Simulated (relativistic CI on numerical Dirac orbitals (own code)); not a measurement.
Se¹⁰⁺: computed level list

These numbers are calculated, not measured: Dirac-Coulomb-Breit CI, separate exchange-only KLI orbitals for each configuration, a model potential for QED, unscaled Slater integrals (own radial code, finite nucleus).

Configuration list (outside the closed core [Ne]): 3s2 3p6 3d6, 3s2 3p5 3d7, 3s2 3p4 3d8, 3s 3p6 3d7, 3s2 3p6 3d5 4s, 3s2 3p6 3d5 4p, 3p6 3d8, 3s2 3p6 3d5 4d, 3s2 3p6 3d4 4s2, 3s2 3p6 3d4 4s 4p, 3s2 3p6 3d5 4f, 3s2 3p6 3d5 5s, 3s2 3p6 3d4 4p2, 3s 3p5 3d8, 3s2 3p6 3d5 5p, 3s2 3p6 3d5 5d. Levels of other configurations are missing.

```tsv
No.	Configuration	Term	J	E (cm⁻¹)	%	Landé g	jj configuration (%)
41	3p5 3d7(4F)	5G°	2	822054	80	0.425	3p3/2^3 3d3/2^3 3d5/2^4 (21)
42	3p5 3d7(2P)	3D°	2	827252	77	1.163	3p3/2^3 3d3/2^3 3d5/2^4 (63)
43	3p5 3d7(4F)	5F°	5	829469	57	1.306	3p3/2^3 3d5/2^3 (81)
44	3p5 3d7(4P)	5D°	4	832884	76	1.447	3p3/2^3 3d3/2^3 3d5/2^4 (54)
45	3p5 3d7(4F)	3D°	1	837120	57	0.483	3p3/2^3 3d3/2^2 3d5/2^5 (43)
46	3p5 3d7(4P)	3P°	2	837859	59	1.436	3p3/2^3 3d5/2^3 (48)
47	3p5 3d7(2G)	3G°	4	838667	35	1.194	3p3/2^3 3d3/2^3 3d5/2^4 (77)
48	3p5 3d7(2G)	3H°	6	839137	96	1.162	3p3/2^3 3d3/2^3 3d5/2^4 (49)
49	3p5 3d7(4P)	3P°	1	842891	63	1.397	3p3/2^3 3d3/2^3 3d5/2^4 (73)
50	3p5 3d7(4P)	5D°	3	844312	44	1.323	3p3/2^3 3d3/2^2 3d5/2^5 (40)
51	3p5 3d7(2D)	3F°	4	846449	46	1.336	3p3/2^3 3d3/2^3 3d5/2^4 (58)
52	3p5 3d7(2G)	3G°	3	850533	45	1.000	3p3/2^3 3d3/2^2 3d5/2^5 (45)
53	3p5 3d7(2G)	3H°	5	850622	63	1.130	3p3/2^3 3d3/2^3 3d5/2^4 (58)
54	3d5(6S) 4s	7S	3	852411	99	1.998	3d3/2^2 3d5/2^3 4s (42)
55	3p5 3d7(4P)	3P°	0	852504	40		3p3/2^3 3d3/2^2 3d5/2^5 (52)
56	3p5 3d7(4F)	5F°	2	852958	51	1.220	3p3/2^3 3d3/2^2 3d5/2^5 (31)
57	3p5 3d7(2G)	3H°	4	859527	31	1.061	3p1/2 3p3/2^4 3d3/2^3 3d5/2^4 (38)
58	3p5 3d7(2D)	1D°	2	860204	43	1.039	3p3/2^3 3d3/2^3 3d5/2^4 (43)
59	3p5 3d7(4F)	5F°	1	861604	48	0.638	3p3/2^3 3d3/2^2 3d5/2^5 (40)
60	3p5 3d7(4P)	5D°	3	862494	35	1.299	3p1/2 3p3/2^4 3d3/2^3 3d5/2^4 (29)
61	3p5 3d7(2G)	3G°	3	862821	33	0.963	3p1/2 3p3/2^4 3d3/2^2 3d5/2^5 (35)
62	3p5 3d7(2G)	3G°	5	865789	41	1.161	3p3/2^3 3d3/2^3 3d5/2^4 (31)
63	3p5 3d7(4P)	5S°	2	866766	34	1.519	3p3/2^3 3d3/2^2 3d5/2^5 (43)
64	3p5 3d7(2D)	3F°	2	873786	36	1.208	3p3/2^3 3d3/2^2 3d5/2^5 (35)
65	3p5 3d7(2G)	3H°	4	874409	53	0.930	3p3/2^3 3d3/2^2 3d5/2^5 (43)
66	3d5(6S) 4s	5S	2	874676	99	1.996	3d3/2^2 3d5/2^3 4s (42)
67	3p5 3d7(2H)	3I°	7	876838	100	1.142	3p3/2^3 3d3/2^3 3d5/2^4 (100)
68	3p5 3d7(4F)	5D°	0	877335	70		3p1/2 3p3/2^4 3d3/2^2 3d5/2^5 (44)
69	3p5 3d7(4P)	5D°	1	881286	46	1.020	3p1/2 3p3/2^4 3d3/2^2 3d5/2^5 (72)
70	3p5 3d7(2P)	1D°	2	889691	25	1.158	3p1/2 3p3/2^4 3d3/2 3d5/2^6 (38)
71	3p5 3d7(2G)	1H°	5	893157	49	0.964	3p3/2^3 3d3/2^3 3d5/2^4 (46)
72	3p5 3d7(2H)	3I°	6	895241	88	1.036	3p3/2^3 3d3/2^2 3d5/2^5 (57)
73	3p5 3d7(4P)	5P°	3	896716	48	1.392	3p3/2^3 3d3/2^3 3d5/2^4 (53)
74	3p5 3d7(2F)	1G°	4	899667	58	1.064	3p3/2^3 3d3/2^3 3d5/2^4 (54)
75	3p5 3d7(2G)	1F°	3	900080	41	1.281	3p3/2^3 3d5/2^3 (28)
76	3p5 3d7(2P)	3P°	2	903719	56	1.461	3p3/2^3 3d5/2^3 (50)
77	3p5 3d7(2F)	3F°	4	908426	47	1.200	3p3/2^3 3d3/2^3 3d5/2^4 (35)
78	3p5 3d7(4F)	5D°	1	909854	74	1.514	3p3/2^3 3d3/2^3 3d5/2^4 (34)
79	3p5 3d7(4F)	5D°	2	910505	80	1.472	3p3/2^3 3d3/2^3 3d5/2^4 (39)
80	3p5 3d7(2F)	3F°	3	911924	52	1.228	3p3/2^3 3d3/2^3 3d5/2^4 (56)
81	3p5 3d7(4F)	5D°	0	912836	91		3p3/2^3 3d3/2^3 3d5/2^4 (43)
82	3p5 3d7(4F)	5D°	3	914551	53	1.352	3p3/2^3 3d5/2^3 (25)
83	3p5 3d7(2P)	3P°	1	916209	50	1.611	3p3/2^3 3d3/2^3 3d5/2^4 (34)
84	3p5 3d7(4F)	5D°	4	920326	72	1.426	3p1/2 3p3/2^4 3d5/2^3 (30)
85	3p5 3d7(4P)	5P°	1	922396	58	2.090	3p3/2^3 3d3/2^3 3d5/2^4 (19)
```

Energies count from the lowest computed level; ° marks odd parity. Percentages are summed over parent terms; the parents shown are those of the largest component, closed shells are left out there. Filled j subshells are mostly left out of the jj labels.

The mean weight of the leading LS term, summed over parents, in these 45 levels is 58 %, and that of the leading jj configuration (from the same eigenvectors) 46 %, so LS coupling describes them better.

At this charge energies of transitions that change n are usually good to better than 1 %, and those within a shell (Δn = 0) to a few per cent. Terms inside the open d or f shell come out 10 to 20 % too wide with unscaled integrals.

LS names give the leading component of a level, which can be under half, so a name can repeat, a term be missing and a line seem to break the LS rules.
